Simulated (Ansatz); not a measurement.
Several settings on one geometry of Al(AsH3)H3 (AlAsH₆) (that of the charge 0 singlet, r2SCAN-D4/def2-TZVP). Ansatz on 4 threads of Intel Xeon on a shared host; times are rough.

```
atom   x (Å)   y (Å)   z (Å)
 Al1  -0.004   0.011  -1.522
 As2   0.004  -0.009   1.094
  H3   0.736   1.067   1.853
  H4   0.576  -1.185   1.842
  H5  -1.295   0.080   1.853
  H6   1.578  -0.054  -1.713
  H7  -0.740   1.416  -1.692
  H8  -0.854  -1.326  -1.715
```

Totals from different functionals, basis sets or treatments of relativity can't be compared as stabilities.

The 6-31G sets use Cartesian d functions. HSE06 is defined as in plane-wave codes, on full-range PBE exchange. Correlated methods freeze 14 core orbitals; core or outer-core shells of As are correlated, in sets that lack core-valence functions.

(1) Give the basis size and estimate the energy, ⟨S²⟩ and time of these runs.

```tsv
run	method	charge	state	further keys
1	RKS HSE06, rpa/STO-3G	0	singlet	final_grid: {core_spheres: 5, valence_spheres: 4, degree: 11}; accuracy: high; scf: {omitted_lower_state_checks: [starts]}
2	RKS PBE-QIDH/def2-mTZVP	0	singlet	final_grid: {core_spheres: 20, valence_spheres: 16, degree: 47}; nuclear_model: gaussian; scf: {lower_state_search: full}; forces asked
3	RKS B97/6-31G*	0	singlet	nuclear_model: gaussian; pseudopotentials: {relativity: none}
```

Results:

(1) 
| run | functions | energy (Eh) | ⟨S²⟩ | wall time |
| --- | --- | --- | --- | --- |
| 1 | 33 | -2451.9075 | – | 0.76 s |
| 2 | 76 | -2481.0083 | – | 6 s |
| 3 | 66 | -2481.4214 | – | 2.6 s |
